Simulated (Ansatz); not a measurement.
Geometry optimisation, RHF/def2-SVP (Ansatz 0.2.0).

Input file:

```yaml
crystal:
  periodic: [false, false, false]
  atoms:
    - { symbol: W, position_ang: [0.0, 0.0, 0.0] }
    - { symbol: O, position_ang: [0.0, 0.0, 2.29] }
    - { symbol: H, position_ang: [-0.9095, -0.2814, 2.6271] }
    - { symbol: H, position_ang: [1.72, 0.0, 0.0] }
    - { symbol: H, position_ang: [0.0, 1.72, 0.0] }
    - { symbol: H, position_ang: [-1.72, 0.0, 0.0] }
    - { symbol: H, position_ang: [0.0, -1.72, 0.0] }
    - { symbol: F, position_ang: [0.0, 0.0, -1.85] }
    - { symbol: H, position_ang: [1.3275, 1.3829, 0.637] }
    - { symbol: H, position_ang: [1.0111, 1.0533, 1.625] }
basis:
  gaussian: { orbitals: def2-SVP }
hamiltonian:
  xc: hf
relax:
  f_tol: 0.15
  max_steps: 25
  restrain:
    - { distance: [0, 8], at: 1.72, k: 30.0 }
    - { distance: [9, 1], at: 1.01, k: 30.0 }
    - { distance: [0, 1], at: 3.14, k: 30.0 }
    - { distance: [9, 8], at: 1.86, k: 30.0 }
```

Run as:

```bash
$ ansatz run input.yaml --threads 1 --pin off --max-ram 2048MiB --backend cpu --events-out ev --progress --plain --runs-dir out
```

Question: Where does it end, and by what steps?

Answer: The run converged. The restraints hold the end off the free minimum. After 9 steps the energy has fallen by 7.041 eV (the restraints' own energy left out); H3 moved furthest, 0.92 Å. Parted: W1–O2 (2.29 → 3.13 Å), W1–H10 (2.18 → 2.92 Å). Joined: O2–H10 (1.60 → 0.97 Å).

| step | energy less start (eV) | largest force component (eV/Å) | accepted |
| --- | --- | --- | --- |
| 0 | 0.0000 | 3.886 | yes |
| 1 | -0.4361 | 3.463 | yes |
| 2 | -1.9761 | 5.919 | yes |
| 3 | -4.0726 | 5.841 | yes |
| 4 | -5.7541 | 3.298 | yes |
| 5 | -6.4477 | 2.420 | yes |
| 6 | -6.8345 | 1.529 | yes |
| 7 | -6.9550 | 1.188 | yes |
| 8 | -7.0142 | 1.143 | yes |
| 9 | -7.0407 | 1.007 | yes |

```xyz
10
Properties=species:S:1:pos:R:3
W 0.167 0.130 -0.545
O 0.220 0.137 2.582
H -0.575 0.522 2.925
H 1.523 -0.624 0.076
H -0.682 1.344 0.241
H -1.373 -0.309 -0.062
H -0.030 -1.486 -0.173
F 0.293 0.424 -2.350
H 1.154 1.140 0.414
H 0.734 0.878 2.221
```

Run time: 20 s on 1 thread of Arm Neoverse V2 (shared host), peak memory 0.19 GiB.
